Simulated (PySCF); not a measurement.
Electron correlation in Xe (xenon, neutral)

[Kr] 4d10 5s2 5p5 6s1, high-spin 3P determinant (an excited configuration). All numbers are calculated (PySCF 2.14, scalar relativity through the core potential, in aug-cc-pwCVDZ-PP with ECP28MDF (6s5p4d1f, 48 functions)). Frozen: 4s2 4p6 4d10; 8 electrons correlated.

```
  level  correlation energy (mhartree)
   CCSD                        -119.48
    (T)                          -2.43
CCSD(T)                        -121.91
```

Diagnostics: T1 = 0.0086, D1 = 0.0242, largest double amplitude 0.044.

The outer electron is Rydberg-like, and this basis confines it to a smaller radius and binds it less than a complete one would.

Cost of the coupled-cluster step: about 1.3 core-seconds, for 8 correlated electrons.
